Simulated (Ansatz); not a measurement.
Species: sum formula NbOCl, net charge 0, triplet state. The spin state was set by rule; other spins were not relaxed. 
Structure (B3LYP-D3(BJ)/def2-TZVP (Ansatz, a quantum-chemistry and plane-wave program) minimum search):
```
Nb
O 1 1.6928
Cl 1 2.3272 2 116.16
```
Charge 0, spin multiplicity 3.

Problem. Give the harmonic wavenumbers at B3LYP-D3(BJ)/def2-TZVP (Ansatz, finite differences of forces, unscaled).

Solution. 164, 387, 1015 cm⁻¹. Zero-point energy 2.2 kcal/mol.

Problem. From these and the geometry, give the ideal-gas thermochemistry at 298.15 K and 1 atm (rigid rotor, harmonic oscillator).

Solution. Point group Cs, rotational symmetry number 1. Rotational constants 19.14, 2.924, 2.536 GHz. S(trans) 40.81, S(rot) 25.23, S(vib) 3.60, S(elec, spin only) 2.18, S 71.8 cal/(mol K). H(298) - H(0) 2.98 kcal/mol; G - E(el) -16.2 kcal/mol.
